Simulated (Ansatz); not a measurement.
`C[O][AlH][CH2]Cl` and `C[O][AlH][CH2]F` differ in one element.

Ansatz, PBE0-D4/def2-TZVP geometries, multiplicity 1. Each molecule was computed in one conformer, which needn't be the lowest.

```csv
property,`C[O][AlH][CH2]Cl`
HOMO–LUMO gap (PBE/def2-TZVPP) / eV,4.87
HOMO energy (PBE0/def2-TZVPP) / eV,-7.69
HOMO–LUMO gap (B3LYP/def2-TZVPP) / eV,6.74
HOMO energy (B3LYP/def2-TZVPP) / eV,-7.47
HOMO energy (ωB97M-V/def2-TZVPP) / eV,-9.97
HOMO energy (PBE/def2-TZVPP) / eV,-6.28
```

**Question.** Give the same properties after the change, and the shifts. (An estimate is asked.)

**Answer.** Ansatz gave: 
| property | `C[O][AlH][CH2]F` | shift |
| --- | --- | --- |
| HOMO–LUMO gap (PBE/def2-TZVPP) / eV | 4.66 | -0.21 |
| HOMO energy (PBE0/def2-TZVPP) / eV | -7.60 | 0.09 |
| HOMO–LUMO gap (B3LYP/def2-TZVPP) / eV | 6.44 | -0.30 |
| HOMO energy (B3LYP/def2-TZVPP) / eV | -7.40 | 0.07 |
| HOMO energy (ωB97M-V/def2-TZVPP) / eV | -9.89 | 0.08 |
| HOMO energy (PBE/def2-TZVPP) / eV | -6.15 | 0.13 |

With PBE0 the HOMO rises by 0.09 eV and the LUMO falls by 0.25 eV, so the gap narrows by about 0.34 eV. PBE moves the HOMO by 0.13 eV and ωB97M-V by 0.08 eV.

B3LYP here is the variant with VWN-RPA as its local correlation; programs differ in this.
